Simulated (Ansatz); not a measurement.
ZrTe2⁻: single points at one geometry.

```yaml
crystal:
  periodic: [false, false, false]
  atoms:
    - {symbol: Zr, position_ang: [0.715620, 0.103328, 0.537601]}
    - {symbol: Te, position_ang: [-1.171527, -1.609190, 1.113732]}
    - {symbol: Te, position_ang: [0.455917, 1.505872, -1.651324]}
basis:
  gaussian: {orbitals: def2-TZVPD, initial_orbitals: start.molden}
total_charge: -1
magnetization: {spin_polarized: true, initial_magnetization: 1}
correlation: {method: mp2}
scf: {omitted_lower_state_checks: [starts]}
output: {orbitals: {seedname: orbitals}}
```

The file start.molden holds the orbitals of an earlier run on this structure, at another level or in another basis.

```sh
$ ansatz run in.yaml --threads 4 --pin off --events-out ev --progress --plain --max-ram 3916MiB
```

Output, abridged:

```
Functional definition: HF
1438 factors; integrals over basis functions are off by at most 4.9e-4 eV
mean field evaluation 1: about -15799.9354 eV, gradient 1.2e1 eV
mean field evaluation 2: about -15800.7057 eV, gradient 1.1e0 eV
mean field evaluation 4: about -15800.7609 eV, gradient 2.6e-1 eV
mean field evaluation 8: about -15800.7748 eV, gradient 6.6e-4 eV
mean field -15800.77482918 eV, -580.6677648224 hartree, gradient 4.4e-6 eV, S^2 0.839749; 0 other end points of the search recorded, 0 dependent functions left out
8 core orbitals not correlated: weight in the atoms' cores, before any rotation towards them, 1.000 or more for the frozen orbitals, at most 0.000 for the correlated occupied ones
reference -15800.77482918 eV, -580.6677648224 hartree; 23, 22 occupied and 127, 128 virtual orbitals, 1438 factors
second order -33.13770663 eV of doubles, -0.00000000 eV of singles
Total energy: -15833.91253580 eV, -581.8855530793 hartree
Checks for a lower state left out: starts
```

Hardware: 4 threads of Arm Neoverse V2 on a shared host. Wall time 4.2 s.

First input, but with `hamiltonian: {xc: {name: r2SCAN0}, dispersion: d4}` and without the key `correlation` (abridged; 22 s):

```
Functional definition: r2SCAN0
mean field -15874.69768778 eV, -583.3843797695 hartree, gradient 2.2e-5 eV, S^2 0.767300
Total energy: -15874.73455876 eV, -583.3857347530 hartree
Checks for a lower state left out: starts
```

As the first input, with `hamiltonian: {xc: r2scan, dispersion: d4}` and without the key `correlation` (abridged; 8.5 s):

```
Functional definition: r2SCAN
mean field -15877.30329479 eV, -583.4801340608 hartree, gradient 1.5e-5 eV, S^2 0.765264
Total energy: -15877.32947891 eV, -583.4810963094 hartree
Checks for a lower state left out: starts
```

First input, but with `hamiltonian: {xc: {name: revPBE}, dispersion: d4}` and without the key `correlation` (abridged; 3.1 s):

```
Functional definition: revPBE
mean field -15874.50758770 eV, -583.3773937203 hartree, gradient 2.9e-5 eV, S^2 0.766880
Total energy: -15874.72801303 eV, -583.3854942017 hartree
Checks for a lower state left out: starts
```

As the first input, with `hamiltonian: {xc: pbe}`, `correlation: {method: rpa}` and without the key `output` (abridged; 6.5 s):

```
Functional definition: PBE
mean field -15871.05014827 eV, -583.2503351649 hartree, gradient 2.0e-6 eV, S^2 0.764352
8 core orbitals not correlated: weight in the atoms' cores, before any rotation towards them, 1.000 or more for the frozen orbitals, at most 0.000 for the correlated occupied ones
Total energy: -15842.73871243 eV, -582.2099090878 hartree
Checks for a lower state left out: starts
```

Geometry: r2SCAN-D4/def2-TZVPD.

In the def2 sets Te, Zr take a core potential; there is no spin–orbit coupling. Correlated methods freeze 8 core orbitals; core or outer-core shells of Zr, Te are correlated, in sets that lack core-valence functions. The structure comes from a short search, and lower isomers may exist.
